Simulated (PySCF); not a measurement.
SMILES CC(C)(C)[Te] (C4H9Te), doublet (PBE0/def2-SVP optimised geometry):

```
14

C      0.777     0.851    -1.239
C      0.303     0.102     0.000
C      0.727     0.829     1.272
C      0.809    -1.335     0.000
Te    -1.915     0.084     0.025
H      0.446     0.361    -2.167
H      1.882     0.876    -1.253
H      0.411     1.888    -1.254
H      0.358     1.866     1.298
H      0.380     0.311     2.180
H      1.831     0.869     1.314
H      0.479    -1.887    -0.893
H      0.467    -1.888     0.887
H      1.915    -1.335     0.000
```

Computed with unrestricted PBE0/def2-TZVP, def2 effective core potentials past Kr (PySCF 2.14.0).

Problem. What are the frontier orbital energies (α orbitals alone; a β orbital can be the lowest empty one) and the dipole moment?

Solution. HOMO-2 -7.90 eV, HOMO-1 -7.10 eV, HOMO -6.10 eV, LUMO -0.47 eV, LUMO+1 0.99 eV; dipole moment 1.69 D.
